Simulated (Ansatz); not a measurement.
**Molecular dynamics of CH$_{8}$FNSi$_{3}$**

The input (input.yaml):

```yaml
crystal:
  periodic: [false, false, false]
  atoms:
    - { symbol: F, position_ang: [-2.521579, 0.474873, 0.267502] }
    - { symbol: Si, position_ang: [-1.087918, 1.258659, 0.046155] }
    - { symbol: Si, position_ang: [0.448758, 1.487538, 1.688531] }
    - { symbol: "N", position_ang: [1.250606, 0.33423, 0.414287] }
    - { symbol: C, position_ang: [0.239202, 0.08351, -0.679446] }
    - { symbol: Si, position_ang: [-0.243098, -1.733458, -0.830746] }
    - { symbol: H, position_ang: [-1.359938, 2.378674, -0.841492] }
    - { symbol: H, position_ang: [1.687757, 1.65665, 0.770343] }
    - { symbol: H, position_ang: [0.098573, 0.681479, 2.863534] }
    - { symbol: H, position_ang: [1.950507, -0.419314, 0.603453] }
    - { symbol: H, position_ang: [0.620787, 0.418235, -1.660357] }
    - { symbol: H, position_ang: [-0.791171, -2.216775, 0.413552] }
    - { symbol: H, position_ang: [0.919648, -2.528845, -1.151145] }
    - { symbol: H, position_ang: [-1.225135, -1.904657, -1.875271] }
basis:
  gaussian: { orbitals: STO-3G }
hamiltonian:
  xc: pbe0
md:
  timestep: 0.5
  n_steps: 149
  ensemble: nve
  temperature: 100.0
  initial_velocities: maxwell_boltzmann
  seed: 9587
```

Run as:

```bash
$ ansatz run input.yaml --threads 1 --pin off --max-ram 2048MiB --backend cpu --events-out ev --progress --plain --runs-dir out
```

It starts at the highest image of a converged band. Of that band: Neighbouring images differ by up to 1.7 eV, so the band resolves the path poorly. A vibrational analysis at the climbing image gives one clearly imaginary mode, 1510i cm⁻¹: a first-order saddle point.

Output, in part (one step line in 3, the closing report, with atoms numbered from 0):

```
md step     0: t =     0.00 fs  T =   100.0 K  F+E_penalty+E_count = -28643.95772311 eV  E_kin = 0.155112 eV  conserved = -28643.80261111 eV  (24 SCF iters)
md step     3: t =     1.50 fs  T =    83.5 K  F+E_penalty+E_count = -28643.93181573 eV  E_kin = 0.129570 eV  conserved = -28643.80224581 eV  (22 SCF iters)
md step     6: t =     3.00 fs  T =    59.7 K  F+E_penalty+E_count = -28643.89456230 eV  E_kin = 0.092608 eV  conserved = -28643.80195390 eV  (22 SCF iters)
md step     9: t =     4.50 fs  T =    51.9 K  F+E_penalty+E_count = -28643.88261306 eV  E_kin = 0.080469 eV  conserved = -28643.80214433 eV  (22 SCF iters)
md step    12: t =     6.00 fs  T =    48.9 K  F+E_penalty+E_count = -28643.87801777 eV  E_kin = 0.075857 eV  conserved = -28643.80216033 eV  (22 SCF iters)
md step    15: t =     7.50 fs  T =    48.8 K  F+E_penalty+E_count = -28643.87777139 eV  E_kin = 0.075736 eV  conserved = -28643.80203563 eV  (23 SCF iters)
md step    18: t =     9.00 fs  T =    61.5 K  F+E_penalty+E_count = -28643.89736154 eV  E_kin = 0.095407 eV  conserved = -28643.80195500 eV  (22 SCF iters)
md step    21: t =    10.50 fs  T =    97.0 K  F+E_penalty+E_count = -28643.95215440 eV  E_kin = 0.150439 eV  conserved = -28643.80171509 eV  (23 SCF iters)
md step    24: t =    12.00 fs  T =   175.3 K  F+E_penalty+E_count = -28644.07354173 eV  E_kin = 0.271943 eV  conserved = -28643.80159898 eV  (28 SCF iters)
md step    27: t =    13.50 fs  T =   309.8 K  F+E_penalty+E_count = -28644.28217201 eV  E_kin = 0.480497 eV  conserved = -28643.80167496 eV  (25 SCF iters)
md step    30: t =    15.00 fs  T =   499.6 K  F+E_penalty+E_count = -28644.57720041 eV  E_kin = 0.774949 eV  conserved = -28643.80225111 eV  (25 SCF iters)
md step    33: t =    16.50 fs  T =   725.6 K  F+E_penalty+E_count = -28644.92759315 eV  E_kin = 1.125534 eV  conserved = -28643.80205866 eV  (25 SCF iters)
md step    36: t =    18.00 fs  T =   988.3 K  F+E_penalty+E_count = -28645.33765570 eV  E_kin = 1.532904 eV  conserved = -28643.80475155 eV  (25 SCF iters)
md step    39: t =    19.50 fs  T =  1106.0 K  F+E_penalty+E_count = -28645.52196065 eV  E_kin = 1.715548 eV  conserved = -28643.80641216 eV  (23 SCF iters)
md step    42: t =    21.00 fs  T =  1010.1 K  F+E_penalty+E_count = -28645.37008806 eV  E_kin = 1.566859 eV  conserved = -28643.80322934 eV  (26 SCF iters)
md step    45: t =    22.50 fs  T =   953.0 K  F+E_penalty+E_count = -28645.28054885 eV  E_kin = 1.478274 eV  conserved = -28643.80227525 eV  (25 SCF iters)
md step    48: t =    24.00 fs  T =  1016.9 K  F+E_penalty+E_count = -28645.38221859 eV  E_kin = 1.577380 eV  conserved = -28643.80483830 eV  (25 SCF iters)
md step    51: t =    25.50 fs  T =   989.3 K  F+E_penalty+E_count = -28645.34086377 eV  E_kin = 1.534469 eV  conserved = -28643.80639495 eV  (26 SCF iters)
md step    54: t =    27.00 fs  T =   835.1 K  F+E_penalty+E_count = -28645.09559502 eV  E_kin = 1.295337 eV  conserved = -28643.80025759 eV  (25 SCF iters)
md step    57: t =    28.50 fs  T =   876.0 K  F+E_penalty+E_count = -28645.16549300 eV  E_kin = 1.358777 eV  conserved = -28643.80671639 eV  (26 SCF iters)
md step    60: t =    30.00 fs  T =   772.6 K  F+E_penalty+E_count = -28645.00292071 eV  E_kin = 1.198344 eV  conserved = -28643.80457718 eV  (28 SCF iters)
md step    63: t =    31.50 fs  T =   594.3 K  F+E_penalty+E_count = -28644.72350582 eV  E_kin = 0.921901 eV  conserved = -28643.80160466 eV  (27 SCF iters)
md step    66: t =    33.00 fs  T =   576.6 K  F+E_penalty+E_count = -28644.69712341 eV  E_kin = 0.894423 eV  conserved = -28643.80270077 eV  (26 SCF iters)
md step    69: t =    34.50 fs  T =   623.7 K  F+E_penalty+E_count = -28644.77326253 eV  E_kin = 0.967477 eV  conserved = -28643.80578531 eV  (25 SCF iters)
md step    72: t =    36.00 fs  T =   546.8 K  F+E_penalty+E_count = -28644.64987821 eV  E_kin = 0.848110 eV  conserved = -28643.80176810 eV  (26 SCF iters)
md step    75: t =    37.50 fs  T =   556.0 K  F+E_penalty+E_count = -28644.66712598 eV  E_kin = 0.862379 eV  conserved = -28643.80474659 eV  (27 SCF iters)
md step    78: t =    39.00 fs  T =   511.6 K  F+E_penalty+E_count = -28644.59809188 eV  E_kin = 0.793624 eV  conserved = -28643.80446764 eV  (27 SCF iters)
md step    81: t =    40.50 fs  T =   396.7 K  F+E_penalty+E_count = -28644.41645376 eV  E_kin = 0.615297 eV  conserved = -28643.80115647 eV  (28 SCF iters)
md step    84: t =    42.00 fs  T =   453.6 K  F+E_penalty+E_count = -28644.50558618 eV  E_kin = 0.703622 eV  conserved = -28643.80196415 eV  (27 SCF iters)
md step    87: t =    43.50 fs  T =   615.3 K  F+E_penalty+E_count = -28644.75972576 eV  E_kin = 0.954460 eV  conserved = -28643.80526583 eV  (26 SCF iters)
md step    90: t =    45.00 fs  T =   674.6 K  F+E_penalty+E_count = -28644.84866314 eV  E_kin = 1.046326 eV  conserved = -28643.80233668 eV  (25 SCF iters)
md step    93: t =    46.50 fs  T =   757.0 K  F+E_penalty+E_count = -28644.97958520 eV  E_kin = 1.174174 eV  conserved = -28643.80541150 eV  (25 SCF iters)
md step    96: t =    48.00 fs  T =   710.9 K  F+E_penalty+E_count = -28644.90761416 eV  E_kin = 1.102718 eV  conserved = -28643.80489646 eV  (26 SCF iters)
md step    99: t =    49.50 fs  T =   555.2 K  F+E_penalty+E_count = -28644.66305212 eV  E_kin = 0.861210 eV  conserved = -28643.80184238 eV  (27 SCF iters)
md step   102: t =    51.00 fs  T =   529.7 K  F+E_penalty+E_count = -28644.62402141 eV  E_kin = 0.821587 eV  conserved = -28643.80243395 eV  (27 SCF iters)
md step   105: t =    52.50 fs  T =   587.3 K  F+E_penalty+E_count = -28644.71666577 eV  E_kin = 0.910950 eV  conserved = -28643.80571567 eV  (28 SCF iters)
md step   108: t =    54.00 fs  T =   554.7 K  F+E_penalty+E_count = -28644.66125650 eV  E_kin = 0.860378 eV  conserved = -28643.80087815 eV  (26 SCF iters)
md step   111: t =    55.50 fs  T =   712.2 K  F+E_penalty+E_count = -28644.90926760 eV  E_kin = 1.104684 eV  conserved = -28643.80458405 eV  (25 SCF iters)
md step   114: t =    57.00 fs  T =   857.2 K  F+E_penalty+E_count = -28645.13559670 eV  E_kin = 1.329545 eV  conserved = -28643.80605167 eV  (27 SCF iters)
md step   117: t =    58.50 fs  T =   832.5 K  F+E_penalty+E_count = -28645.09422669 eV  E_kin = 1.291353 eV  conserved = -28643.80287332 eV  (27 SCF iters)
md step   120: t =    60.00 fs  T =   875.1 K  F+E_penalty+E_count = -28645.16002241 eV  E_kin = 1.357393 eV  conserved = -28643.80262934 eV  (27 SCF iters)
md step   123: t =    61.50 fs  T =  1009.8 K  F+E_penalty+E_count = -28645.37177595 eV  E_kin = 1.566261 eV  conserved = -28643.80551522 eV  (25 SCF iters)
md step   126: t =    63.00 fs  T =   998.0 K  F+E_penalty+E_count = -28645.35455842 eV  E_kin = 1.548021 eV  conserved = -28643.80653708 eV  (25 SCF iters)
md step   129: t =    64.50 fs  T =   775.0 K  F+E_penalty+E_count = -28645.00377303 eV  E_kin = 1.202108 eV  conserved = -28643.80166480 eV  (25 SCF iters)
md step   132: t =    66.00 fs  T =   608.5 K  F+E_penalty+E_count = -28644.74750807 eV  E_kin = 0.943872 eV  conserved = -28643.80363623 eV  (23 SCF iters)
md step   135: t =    67.50 fs  T =   443.7 K  F+E_penalty+E_count = -28644.49080117 eV  E_kin = 0.688250 eV  conserved = -28643.80255135 eV  (26 SCF iters)
md step   138: t =    69.00 fs  T =   342.7 K  F+E_penalty+E_count = -28644.33264786 eV  E_kin = 0.531637 eV  conserved = -28643.80101112 eV  (27 SCF iters)
md step   141: t =    70.50 fs  T =   426.0 K  F+E_penalty+E_count = -28644.46277561 eV  E_kin = 0.660760 eV  conserved = -28643.80201550 eV  (26 SCF iters)
md step   144: t =    72.00 fs  T =   606.5 K  F+E_penalty+E_count = -28644.74539908 eV  E_kin = 0.940807 eV  conserved = -28643.80459193 eV  (25 SCF iters)
md step   147: t =    73.50 fs  T =   723.0 K  F+E_penalty+E_count = -28644.92396690 eV  E_kin = 1.121497 eV  conserved = -28643.80246985 eV  (25 SCF iters)
md step   149: t =    74.50 fs  T =   816.8 K  F+E_penalty+E_count = -28645.07068595 eV  E_kin = 1.266967 eV  conserved = -28643.80371895 eV  (23 SCF iters)
Total energy: -28645.07070471 eV, -1052.6869320716 hartree
Atom 0 at    -2.576785     0.507707     0.173604 Å, force     0.706372    -0.159965     0.519096 eV/Å
Atom 1 at    -1.070157     1.243882     0.113331 Å, force    -2.061950     0.451926    -1.299875 eV/Å
Atom 2 at     0.479158     1.504520     1.761425 Å, force    -1.209270    -0.843416     0.933106 eV/Å
Atom 3 at     1.240978     0.343931     0.317700 Å, force    -0.614482     1.330582     1.385538 eV/Å
Atom 4 at     0.183518     0.077481    -0.750755 Å, force     0.127949     0.442745     0.450568 eV/Å
Atom 5 at    -0.217031    -1.737048    -0.790396 Å, force    -0.000048    -0.475374     0.288839 eV/Å
Atom 6 at    -1.429994     2.183558    -0.945324 Å, force     0.470201     0.416767     0.079650 eV/Å
Atom 7 at     1.700644     1.213744     0.093293 Å, force     1.295283     1.467840    -1.588588 eV/Å
Atom 8 at    -0.286138     0.354389     2.361039 Å, force     0.562951     0.224792     0.202250 eV/Å
Atom 9 at     2.046618    -0.227107     0.566759 Å, force     0.802160    -2.075058    -0.168081 eV/Å
Atom 10 at     0.559440     0.570771    -1.669657 Å, force    -0.135147    -0.893122    -0.079669 eV/Å
Atom 11 at    -0.686631    -2.186921     0.518099 Å, force     0.157780     0.278739    -0.394164 eV/Å
Atom 12 at     0.986594    -2.466314    -1.095532 Å, force     0.078813    -0.146703    -0.081959 eV/Å
Atom 13 at    -1.219838    -2.019901    -1.771328 Å, force    -0.180613    -0.019754    -0.246712 eV/Å
Dipole moment:     0.732607    -0.203637    -0.325484 e Å
```

The run went to its last step. The conserved energy stayed within 0.32 meV per atom of its start (net change -0.079 meV per atom), so the integration is sound. The system heated up, since it started high on the potential surface and ran downhill. A run of 0.074 ps of so small a system gives no equilibrium averages. The orbitals stay closed-shell, which can raise the energy where a bond breaks towards radicals; this wasn't checked here. Limits of this set-up: minimal basis.

The step under study would form N4–H8 and break Si3–H8. These pairs go: N4–H8 1.44 → 1.01 Å, Si3–H8 1.55 → 2.09 Å. In the last frame they stand as after the step (other bonds may differ from the relaxed reactants and products). It ends as one piece, CH8FNSi3. Pairs count as bonded within 1.25 times the sum of covalent radii (0.12 Å more for H–H).

Last frame:

```xyz
14
Properties=species:S:1:pos:R:3
F -2.577 0.508 0.174
Si -1.070 1.244 0.113
Si 0.479 1.504 1.761
N 1.241 0.344 0.318
C 0.183 0.077 -0.751
Si -0.217 -1.737 -0.790
H -1.430 2.184 -0.945
H 1.701 1.214 0.093
H -0.286 0.354 2.361
H 2.047 -0.227 0.567
H 0.559 0.571 -1.670
H -0.687 -2.187 0.518
H 0.987 -2.466 -1.095
H -1.220 -2.020 -1.771
```

Run time: 12 min on 1 thread of Intel(R) Xeon(R) Platinum 8259CL CPU @ 2.50GHz (Skylake/Cascade Lake), with other jobs on the host, peak memory 0.16 GiB.
